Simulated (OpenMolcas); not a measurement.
# Multiconfigurational calculation on Mo²⁺

Input:

```
&GATEWAY
Coord
1

Mo 0.0 0.0 0.0
Basis=ANO-RCC-VDZP
Group=XYZ
NoMove
AngMom=0.0 0.0 0.0
AMFI
&SEWARD
Relativistic=R03O02
&RASSCF
FileOrb=start.orb
Symmetry=1
Spin=5
nActEl=4 0 0
Inactive=9 9
Ras2=5 0
CIRoot=5 5 1
SDav=5
CIMx=300
Iter=120 100
PrWF=0.3
OrbListing=Nothing
MaxOrb=0
Atom
>>> COPY $Project.JobIph JOB001
&RASSCF
FileOrb=start.orb
Symmetry=1
Spin=3
nActEl=4 0 0
Inactive=9 9
Ras2=5 0
CIRoot=45 45 1
SDav=45
CIMx=300
Iter=120 100
PrWF=0.3
OrbListing=Nothing
MaxOrb=0
Atom
CIOnly
>>> COPY $Project.JobIph JOB002
&RASSCF
FileOrb=start.orb
Symmetry=1
Spin=1
nActEl=4 0 0
Inactive=9 9
Ras2=5 0
CIRoot=50 50 1
SDav=50
CIMx=300
Iter=120 100
PrWF=0.3
OrbListing=Nothing
MaxOrb=0
Atom
CIOnly
>>> COPY $Project.JobIph JOB003
&RASSI
NrOfJobIphs=3 5 35 28
1 2 3 4 5
1 2 3 4 5 6 7 8 9 10 11 12 13 14 15 16 17 18 19 20 21 22 23 24 25 26 27
28 29 30 31 32 33 34 35
1 2 3 4 5 6 7 8 9 10 11 12 13 14 15 16 17 18 19 20 21 22 23 24 25 26 27
28
IphNames
JOB001
JOB002
JOB003
EJob
SpinOrbit
DIPRint=1.0
SOCoupling=1000.0
Subsets=2
MEES
Property=10
'ANGMOM' 1 'ANGMOM' 2 'ANGMOM' 3 'MLTPL  1' 1 'MLTPL  1' 2 'MLTPL  1' 3
'AMFI' 1 'AMFI' 2 'AMFI' 3 'MLTPL  2' 6
SOProperty=3
'ANGMOM' 1 'ANGMOM' 2 'ANGMOM' 3
```

Launched by
```bash
OMP_NUM_THREADS=1 MOLCAS_MEM=2252 MOLCAS_PROJECT=a pymolcas a.inp > a.log  # once for each step of the input, in one work folder
```

A driver script runs the steps one by one and writes start.orb anew before each from the orbitals found so far, so a CI-only block uses the converged orbitals of the first block.

Output, cut to the results:

```
--- SEWARD ---
Basis set label: MO.ANO-RCC...6S5P3D1F.

      Electronic valence basis set:
      ------------------
      Associated Effective Charge  42.000000 au
      Associated Actual Charge     42.000000 au
      Nuclear Model: Point charge

      Shell  nPrim  nBasis  Cartesian Spherical Contaminant
         s      21       6        X
         p      18       5        X
         d      13       3                 X
         f       6       1                 X
Relativistic=R03O02
                  Relativistic Douglas-Kroll-Hess integrals:
                    - DKH order of Hamiltonian: 3
                    - DKH order of Properties : 2
--- RASSCF ---
Wave function specifications:
      -----------------------------

      Number of closed shell electrons          36
      Number of electrons in active shells       4
      Max number of holes in RAS1 space          0
      Max nr of electrons in RAS3 space          0
      Number of inactive orbitals               18
      Number of active orbitals                  5
      Number of secondary orbitals              20
      Spin quantum number                      2.0
      State symmetry                             1
Orbital specifications:
      -----------------------

      Symmetry species                           1   2
                                                ag  au
      Frozen orbitals                            0   0
      Inactive orbitals                          9   9
      Active orbitals                            5   0
      RAS1 orbitals                              0   0
      RAS2 orbitals                              5   0
      RAS3 orbitals                              0   0
      Secondary orbitals                         7  13
      Deleted orbitals                           0   0
      Number of basis functions                 21  22
      Number of CSFs                             5
      Number of root(s) required                 5
      Iter CI   SX   CI       RASSCF       Energy    max ROT     max BLB   max BLB  Level Ln srch  Step   QN
          iter iter root      energy       change     param      element    value   shift minimum  type update
 Nr of preliminary CI iterations:   1
      Total energies have been shifted. Add                -4000.00 au
        1   1    2    0   -45.48381084    0.00E+00   1.43E-08    9  15 1 -8.99E-08   0.00   0.00    SX    NO
        2   1    1    0   -45.48381084   -8.64E-12   0.00E+00    9  15 1 -1.67E-08   0.00   0.00    SX    NO
        3   1    1    0   -45.48381084    2.73E-12   0.00E+00    9  15 1 -1.67E-08   0.00   0.00    SX    NO
        4   1    1    0   -45.48381084   -9.09E-13   0.00E+00    9  15 1 -1.67E-08   0.00   0.00    SX    NO
      Convergence after  4 iterations
        5   1    1    0   -45.48381084    4.09E-12   0.00E+00    9  15 1 -1.67E-08   0.00   0.00    SX    NO
      Natural orbitals and occupation numbers for root  1
      sym 1:   1.000000   1.000000   1.000000   0.000000   1.000000
      Natural orbitals and occupation numbers for root  2
      sym 1:   1.000000   0.000000   1.000000   1.000000   1.000000
      Natural orbitals and occupation numbers for root  3
      sym 1:   1.000000   1.000000   0.000000   1.000000   1.000000
::    RASSCF root number  1 Total energy:  -4045.48381084
::    RASSCF root number  2 Total energy:  -4045.48381084
::    RASSCF root number  3 Total energy:  -4045.48381084
::    RASSCF root number  4 Total energy:  -4045.48381084
::    RASSCF root number  5 Total energy:  -4045.48381084
--- RASSCF ---
Wave function specifications:
      -----------------------------

      Number of closed shell electrons          36
      Number of electrons in active shells       4
      Max number of holes in RAS1 space          0
      Max nr of electrons in RAS3 space          0
      Number of inactive orbitals               18
      Number of active orbitals                  5
      Number of secondary orbitals              20
      Spin quantum number                      1.0
      State symmetry                             1
Orbital specifications:
      -----------------------

      Symmetry species                           1   2
                                                ag  au
      Frozen orbitals                            0   0
      Inactive orbitals                          9   9
      Active orbitals                            5   0
      RAS1 orbitals                              0   0
...
--- RASSI ---
SPIN-FREE ENERGIES:
  (Shifted by EMIN (a.u.) =      -4045.4838108431)

 SF State       Relative EMIN(au)   Rel lowest level(eV)    D:o, cm**(-1)      L_eff

     1             0.0000000000        0.0000000000              0.0000         2.0
     2             0.0000000000        0.0000000000              0.0000         2.0
     3             0.0000000000        0.0000000000              0.0000         2.0
     4             0.0000000000        0.0000000000              0.0000         2.0
     5             0.0000000000        0.0000000000              0.0000         2.0
     6             0.0678380255        1.8459667145          14888.7256         5.0
     7             0.0678380255        1.8459667145          14888.7256         5.0
     8             0.0678380255        1.8459667145          14888.7256         5.0
     9             0.0678380255        1.8459667145          14888.7256         5.0
    10             0.0678380255        1.8459667145          14888.7256         5.0
    11             0.0678380255        1.8459667145          14888.7256         5.0
    12             0.0678380255        1.8459667145          14888.7256         5.0
    13             0.0678380255        1.8459667145          14888.7256         5.0
    14             0.0678380255        1.8459667145          14888.7256         5.0
    15             0.0678380255        1.8459667145          14888.7256         5.0
    16             0.0678380255        1.8459667145          14888.7256         5.0
    17             0.0762442284        2.0747111487          16733.6739         1.0
    18             0.0762442284        2.0747111487          16733.6739         1.0
    19             0.0762442284        2.0747111487          16733.6739         1.0
    20             0.0780133501        2.1228514018          17121.9513         3.0
    21             0.0780133501        2.1228514018          17121.9513         3.0
...
```

Levels above the lowest, from the spin-orbit matrix, grouped by J:

| Configuration | Term | J | E (cm⁻¹) | Measured (cm⁻¹) | Term weight % | Second |
| --- | --- | --- | --- | --- | --- | --- |
| 4d⁴ | ⁵D | 0 | 0.0 | 0.0 | 99 |  |
| 4d⁴ | ⁵D | 1 | 227 | 242 | 99 |  |
| 4d⁴ | ⁵D | 2 | 644 | 668 | 100 |  |
| 4d⁴ | ⁵D | 3 | 1208 | 1224 | 100 |  |
| 4d⁴ | ⁵D | 4 | 1889 | 1872 | 99 |  |
| 4d⁴ | ³H | 4 | 15405 | 12680 | 94 | 3 ³G |
| 4d⁴ | ³P | 0 | 15697 | 11149 | 97 | 2 ¹S |
| 4d⁴ | ³H | 5 | 15915 | 13276 | 96 | 4 ³G |
| 4d⁴ | ³H | 6 | 16416 | 13811 | 98 |  |
| 4d⁴ | ³P | 1 | 16998 | 12510 | 99 |  |
| 4d⁴ | ³F | 3 | 17888 | 13948 | 76 | 24 ³G |
| 4d⁴ | ³F | 2 | 17984 | 13929 | 99 |  |
| 4d⁴ | ³F | 4 | 18151 | 14296 | 79 | 16 ³G |
| 4d⁴ | ³P | 2 | 18995 | 14358 | 98 |  |
| 4d⁴ | ³G | 3 | 19835 | 15871 | 76 | 24 ³F |
| 4d⁴ | ³G | 4 | 20242 | 16283 | 80 | 15 ³F |
| 4d⁴ | ³G | 5 | 20533 | 16714 | 96 | 4 ³H |
| 4d⁴ | ¹I | 6 | 23718 | 20290 | 98 |  |
| 4d⁴ | ³D | 3 | 25093 | 19488 | 100 |  |
| 4d⁴ | ³D | 2 | 25215 | 19577 | 95 | 3 ¹D |
| 4d⁴ | ¹G | 4 | 25409 | 20612 | 93 | 4 ³F |
| 4d⁴ | ³D | 1 | 25423 |  | 99 |  |

Against the 20 measured excited levels shown (Sugar and Musgrove, J. Phys. Chem. Ref. Data 17, 155 (1988)) the mean absolute deviation is 3200 cm-1; the largest miss in energy is 4d⁴ ³D₂: computed 25215, measured 19577 cm⁻¹ (+28.8 %), and the largest in proportion 4d⁴ ³P₀ (+40.8 %).

Levels of configurations with an s electron are missing; early in the row they begin among the upper levels of the d shell and mix with terms of their name. Without dynamic correlation excited terms often stand tens of per cent too high (terms of higher spin than the ground term too low), and those without a measured partner can miss by more than the paired ones. Some levels mix across a computed gap that differs much from the measured one, so their mixing is not that of the real levels. Terms from blocks run as CI alone lack orbitals of their own. Computed and measured levels are paired by configuration, term and J; levels that our copy of the source lacks, or whose pairing is in doubt (as where it misses far off the trend of its configuration), stay unpaired and out of the deviations. Levels of configurations outside the active space are missing. The first state left out of the spin-orbit step lies near 34000 cm-1 above the lowest spin-free state of the reference (among the parities and spins computed), and the list stops at four fifths of that energy or lower.

The RASSCF and RASSI steps took 17 s on 1 thread of Arm Neoverse V1, with other jobs on the host; the integral step is not counted.

The term weight is that of the spin-free term in the level, not the purity of its configuration.
